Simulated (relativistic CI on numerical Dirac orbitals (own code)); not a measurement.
Slater and spin-orbit integrals, Ir¹⁷⁺

Calculated at this level of theory: Dirac-Coulomb-Breit CI, orbitals from a KLI potential per configuration, QED by a radiative potential, unscaled Slater integrals (own radial code, finite nucleus).

Slater integrals F^k, G^k are unscaled and averaged over j, outside the closed core [Kr]; ζ comes from projecting the Hamiltonian with its Breit term on Σ l·s of the shell.

- 4d10 4f12 5s2: F^2(4f,4f) = 207380, F^4(4f,4f) = 133050, F^6(4f,4f) = 96608, ζ(4f) = 7320.9 cm⁻¹; <r>(4f) = 0.4876, <r^2>(4f) = 0.2806 (bohr units).
- 4d10 4f13 5s: ζ(4f) = 7112.9, G^3(4f,5s) = 36645 cm⁻¹; <r>(4f) = 0.4936, <r^2>(4f) = 0.2879, <r>(5s) = 0.8696, <r^2>(5s) = 0.8414 (bohr units).
- 4d10 4f12 5s 5p: F^2(4f,4f) = 207660, F^4(4f,4f) = 133250, F^6(4f,4f) = 96760, ζ(4f) = 7363.2, G^3(4f,5s) = 36004, F^2(4f,5p) = 86256, G^2(4f,5p) = 30694, G^4(4f,5p) = 27327, G^1(5s,5p) = 147560, ζ(5p) = 112950 cm⁻¹; <r>(4f) = 0.4871, <r^2>(4f) = 0.2799, <r>(5s) = 0.8654, <r^2>(5s) = 0.8334, <r>(5p) = 0.9363, <r^2>(5p) = 0.9782 (bohr units).

Averages of the first 10 configurations, taken without configuration mixing, which lowers the lowest level and can move excited configurations by several eV; other configurations of the list can lie among them:

```json
{"Configuration": "4d10 4f12 5s2", "Parity": "even", "States": "91", "Average energy above the lowest level (eV)": "10.1"}
{"Configuration": "4d10 4f14", "Parity": "even", "States": "1", "Average energy above the lowest level (eV)": "1.1"}
{"Configuration": "4d10 4f13 5s", "Parity": "odd", "States": "28", "Average energy above the lowest level (eV)": "2.0"}
{"Configuration": "4d10 4f12 5s 5p", "Parity": "odd", "States": "1092", "Average energy above the lowest level (eV)": "60.8"}
{"Configuration": "4d10 4f11 5s2 5p", "Parity": "even", "States": "2184", "Average energy above the lowest level (eV)": "74.0"}
{"Configuration": "4d10 4f12 5s 5d", "Parity": "even", "States": "1820", "Average energy above the lowest level (eV)": "134.2"}
{"Configuration": "4d10 4f11 5s 5p2", "Parity": "odd", "States": "10920", "Average energy above the lowest level (eV)": "127.4"}
{"Configuration": "4d10 4f13 5d", "Parity": "odd", "States": "140", "Average energy above the lowest level (eV)": "126.0"}
{"Configuration": "4d9 4f13 5s2", "Parity": "odd", "States": "140", "Average energy above the lowest level (eV)": "256.5"}
{"Configuration": "4d10 4f13 6s", "Parity": "odd", "States": "28", "Average energy above the lowest level (eV)": "187.9"}
```
